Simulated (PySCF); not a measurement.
Species: C6H18Si4.
SMILES with atom numbers: `[CH2:1]=[CH:2][CH2:3][Si@@H:4]1[SiH2:5][SiH2:6][Si@H:7]1[CH2:8][CH2:9][CH3:10]` (hydrogens: H11, H12 on C1; H13 on C2; H14, H15 on C3; H16 on Si4; H17, H18 on Si5; H19, H20 on Si6; H21 on Si7; H22, H23 on C8; H24, H25 on C9; H26, H27, H28 on C10)

Method: PySCF 2.14.0, PBE0-D3(BJ)/def2-SVP geometry optimisation, gas phase; density fitting, grid level 1; the optimiser is geomeTRIC in internal coordinates, started from a GFN2-xTB structure with every atom displaced at random (about 0.01 Å).

Step 0: E = -37990.8497 eV
```
atom  x, y, z in Å  |  force x, y, z in eV/Å
C1      4.5659    0.9352    0.5410   -2.085   1.341   0.420
C2      3.4243    1.6183    0.7922    0.676  -0.625  -0.542
C3      2.2359    1.6791   -0.1141    0.967  -0.552   0.694
Si4     0.9117    0.4927    0.5131   -0.328   0.296  -0.187
Si5     1.6264   -1.7588    0.4732   -0.181   0.146   0.191
Si6     0.3496   -2.1330   -1.4657   -0.184   0.088   0.213
Si7    -0.6554   -0.0186   -1.2158   -0.702  -0.023   0.445
C8     -2.4072   -0.1840   -0.4936   -0.243  -0.049   0.430
C9     -2.9780    1.1239    0.0812   -0.482  -1.031  -0.829
C10    -4.3690    0.9433    0.6742    0.534   0.774  -0.617
H11     5.3532    0.9149    1.2462    1.048  -0.078   0.895
H12     4.6953    0.4430   -0.3902    0.220  -0.679  -1.067
H13     3.2866    2.1456    1.7320    0.175   0.103   0.443
H14     2.5237    1.3903   -1.1093    0.171  -0.240  -0.942
H15     1.8656    2.6889   -0.1505   -0.582   0.774  -0.073
H16     0.4307    1.1141    1.7961   -0.147  -0.269  -0.015
H17     3.0747   -1.9984    0.4304    0.557   0.025  -0.222
H18     1.1823   -2.5452    1.6445   -0.328  -0.169   0.252
H19    -0.5174   -3.3300   -1.4899   -0.382  -0.212   0.219
H20     1.1206   -2.2857   -2.6864    0.689   0.069  -0.703
H21    -0.8396    0.8793   -2.3906    0.350   0.132  -0.186
H22    -2.3914   -0.9499    0.3060    0.023  -0.016  -0.079
H23    -3.1052   -0.5655   -1.2624    0.178  -0.065  -0.041
H24    -2.3017    1.5067    0.8206    0.642   0.469   0.770
H25    -3.0067    1.8472   -0.7372   -0.057   0.418  -0.151
H26    -4.3508    0.2372    1.4778    0.022  -0.741   0.900
H27    -5.0690    0.5680   -0.0713   -0.302  -0.041  -0.291
H28    -4.7317    1.8979    1.0660   -0.250   0.155   0.074
```

Step 1: E = -37991.1686 eV
```
atom  x, y, z in Å  |  force x, y, z in eV/Å
C1      4.6761    1.0224    0.5440    0.136  -0.140  -0.023
C2      3.5012    1.6075    0.7884   -0.055   0.115   0.109
C3      2.3332    1.6321   -0.1382    0.008   0.174  -0.145
Si4     0.9169    0.5015    0.4552   -0.060  -0.046   0.118
Si5     1.6028   -1.7590    0.4821    0.021  -0.061   0.070
Si6     0.3468   -2.1259   -1.4935   -0.010  -0.070  -0.066
Si7    -0.7234   -0.0349   -1.1690    0.058   0.000  -0.097
C8     -2.4701   -0.2126   -0.4436   -0.006   0.065  -0.014
C9     -3.0415    1.0994    0.0915    0.182   0.119   0.074
C10    -4.4394    0.9587    0.6672   -0.060  -0.169   0.137
H11     5.4837    1.0175    1.2884   -0.144   0.022  -0.141
H12     4.8686    0.5147   -0.4119    0.005   0.059   0.140
H13     3.3496    2.1071    1.7564    0.022  -0.067  -0.032
H14     2.6304    1.3273   -1.1575   -0.064  -0.005   0.067
H15     1.9102    2.6530   -0.2076    0.040  -0.099  -0.041
H16     0.3602    1.0270    1.7452    0.055   0.014   0.041
H17     3.0793   -1.9981    0.4121   -0.007  -0.012  -0.035
H18     1.0559   -2.5396    1.6387   -0.029   0.010  -0.002
H19    -0.5862   -3.2991   -1.4914    0.027  -0.024   0.029
H20     1.2115   -2.2329   -2.7165   -0.035   0.080   0.037
H21    -0.7325    0.8859   -2.3526   -0.052   0.004  -0.024
H22    -2.4474   -0.9741    0.3553    0.046  -0.021   0.007
H23    -3.1298   -0.6201   -1.2309    0.043  -0.024  -0.008
H24    -2.3586    1.5087    0.8653   -0.122  -0.064  -0.127
H25    -3.0519    1.8476   -0.7214    0.007   0.006   0.027
H26    -4.4524    0.2383    1.5065    0.001   0.087  -0.099
H27    -5.1469    0.5868   -0.0921    0.001   0.026   0.013
H28    -4.8229    1.9173    1.0479   -0.007   0.020  -0.014
```

**Question.** Estimate the geometry and energy of step 2. (The exact step hangs on the optimiser's Hessian estimate; all steps are aligned on step 1, rigid shifts and turns removed.)

**Answer.** E = -37991.1797 eV, largest force 0.104 eV/Å
```
atom  x, y, z in Å  |  force x, y, z in eV/Å
C1      4.6538    1.0067    0.5410    0.026  -0.004   0.078
C2      3.4904    1.6151    0.7862   -0.019  -0.012  -0.083
C3      2.3248    1.6381   -0.1436   -0.032   0.084  -0.018
Si4     0.9149    0.5054    0.4638   -0.052  -0.030   0.075
Si5     1.5981   -1.7604    0.4914    0.011  -0.012   0.028
Si6     0.3512   -2.1223   -1.4927   -0.029  -0.041  -0.007
Si7    -0.7147   -0.0284   -1.1744    0.068   0.025  -0.075
C8     -2.4566   -0.2046   -0.4487   -0.026   0.043   0.017
C9     -3.0333    1.1042    0.0908    0.023  -0.005   0.002
C10    -4.4305    0.9505    0.6719   -0.012  -0.033   0.028
H11     5.4572    1.0082    1.2820    0.013  -0.022  -0.021
H12     4.8415    0.4859   -0.4043    0.001   0.020   0.018
H13     3.3468    2.1157    1.7528    0.010  -0.008  -0.011
H14     2.6135    1.3194   -1.1588    0.002  -0.019   0.017
H15     1.9035    2.6555   -0.2266   -0.008  -0.020  -0.022
H16     0.3693    1.0358    1.7579    0.038   0.000   0.011
H17     3.0732   -2.0048    0.4161   -0.003  -0.010  -0.015
H18     1.0440   -2.5406    1.6451   -0.020   0.012  -0.008
H19    -0.5736   -3.3022   -1.4909    0.019  -0.010   0.008
H20     1.2157   -2.2110   -2.7135    0.004   0.048   0.006
H21    -0.7318    0.8911   -2.3606   -0.021  -0.006  -0.003
H22    -2.4236   -0.9679    0.3490    0.015  -0.002   0.003
H23    -3.1108   -0.6188   -1.2366    0.004  -0.010   0.003
H24    -2.3552    1.5129    0.8616   -0.015  -0.014  -0.011
H25    -3.0499    1.8571   -0.7170   -0.002  -0.003   0.003
H26    -4.4371    0.2293    1.5059    0.008   0.012  -0.013
H27    -5.1394    0.5800   -0.0861    0.000   0.011  -0.003
H28    -4.8181    1.9065    1.0559   -0.003   0.007  -0.007
```

The energy changes by -0.0111 eV. The first-order estimate −F·Δx gives -0.0174 eV and the mean of the old and new forces, exact on a quadratic surface, -0.0110 eV. The step makes an angle of 74° with the force vector and moves no atom by more than 0.040 Å.

The cost below is that of the whole optimisation. The run took 17 min wall on an Intel Xeon Platinum 8375C at 2.90 GHz with one thread, on a shared host, and the process peaked at 1.1 GiB of memory.
